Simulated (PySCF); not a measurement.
## Spin-rotation constants: `InChI=1S/C5H10O3S/c1-4-3-5(2)9(6,7)8-4/h4-5H,3H2,1-2H3/t4-,5-/m1/s1`

Molfile (atoms numbered from 1):
```
C5H10O3S
     RDKit          3D

 19 19  0  0  0  0  0  0  0  0999 V2000
    2.2499   -0.1617   -0.3085 C   0  0  0  0  0  0  0  0  0  0  0  0
    1.2548   -0.4986    0.7981 C   0  0  2  0  0  0  0  0  0  0  0  0
   -0.0539   -1.1022    0.2539 C   0  0  0  0  0  0  0  0  0  0  0  0
   -0.8751    0.0535   -0.2822 C   0  0  1  0  0  0  0  0  0  0  0  0
   -2.3665   -0.0600   -0.0742 C   0  0  0  0  0  0  0  0  0  0  0  0
   -0.2382    1.4791    0.6916 S   0  0  0  0  0  6  0  0  0  0  0  0
    0.3851    2.4123   -0.1967 O   0  0  0  0  0  0  0  0  0  0  0  0
   -1.1821    1.9922    1.6284 O   0  0  0  0  0  0  0  0  0  0  0  0
    0.8878    0.6608    1.5230 O   0  0  0  0  0  0  0  0  0  0  0  0
    1.8401    0.6149   -0.9482 H   0  0  0  0  0  0  0  0  0  0  0  0
    2.4778   -1.0468   -0.8971 H   0  0  0  0  0  0  0  0  0  0  0  0
    3.1693    0.2160    0.1306 H   0  0  0  0  0  0  0  0  0  0  0  0
    1.7142   -1.1739    1.5287 H   0  0  0  0  0  0  0  0  0  0  0  0
    0.1556   -1.8542   -0.5061 H   0  0  0  0  0  0  0  0  0  0  0  0
   -0.5916   -1.5756    1.0778 H   0  0  0  0  0  0  0  0  0  0  0  0
   -0.6241    0.2962   -1.3128 H   0  0  0  0  0  0  0  0  0  0  0  0
   -2.8677    0.8159   -0.4783 H   0  0  0  0  0  0  0  0  0  0  0  0
   -2.5858   -0.1086    0.9897 H   0  0  0  0  0  0  0  0  0  0  0  0
   -2.7594   -0.9499   -0.5642 H   0  0  0  0  0  0  0  0  0  0  0  0
  1  2  1  0
  2  3  1  0
  3  4  1  0
  4  5  1  0
  4  6  1  0
  6  7  2  0
  6  8  2  0
  6  9  1  0
  9  2  1  0
  1 10  1  0
  1 11  1  0
  1 12  1  0
  2 13  1  1
  3 14  1  0
  3 15  1  0
  4 16  1  6
  5 17  1  0
  5 18  1  0
  5 19  1  0
M  END
```

The calculation used PySCF 2.14.0, GIAO B3LYP/pcSseg-1 magnetisability, rotational g tensor and spin-rotation constants, non-relativistic, gas phase. Geometry: GFN2-xTB.

Question: Give the nuclear spin-rotation constants along the inertial axes (H = +C I·J) beside the isotropic shieldings.

Answer: Rotational constants 2.0068, 1.5260, 1.1418 GHz. A star marks the isotopologue with that one atom substituted, in its own axes.
```
atom  isotope  Caa (kHz)  Cbb (kHz)  Ccc (kHz)  mean (kHz)  σ (ppm)
 H10       1H     -0.105     -0.164     -0.025      -0.098     29.4
 H11       1H     -0.112     -0.082     -0.120      -0.105     31.1
 H12       1H     -0.133     -0.034     -0.122      -0.096     30.1
 H13       1H     -0.084     -0.158     -0.004      -0.082     27.3
 H14       1H     -0.126     -0.066     -0.101      -0.098     29.6
 H15       1H     -0.211     -0.121     -0.012      -0.115     29.8
 H16       1H     -0.229     -0.166      0.050      -0.115     28.7
 H17       1H     -0.054     -0.141     -0.089      -0.095     30.2
 H18       1H     -0.193     -0.170      0.004      -0.120     30.5
 H19       1H     -0.224      0.031     -0.130      -0.108     30.5
  C1     13C*      0.333      0.225      0.176       0.244    159.2
  C2     13C*      0.459      0.334      0.290       0.361    106.9
  C3     13C*      0.365      0.280      0.234       0.293    136.4
  C4     13C*      0.513      0.245      0.249       0.336    122.4
  C5     13C*      0.278      0.242      0.168       0.229    163.9
  S6     33S*      0.823      0.709      0.477       0.670    124.2
  O7     17O*     -0.483     -0.431     -0.326      -0.413     68.0
  O8     17O*     -0.531     -0.401     -0.234      -0.389     98.9
  O9     17O*     -0.391     -0.443     -0.221      -0.352    120.7
```
For the geometry as given, no vibrational averaging.
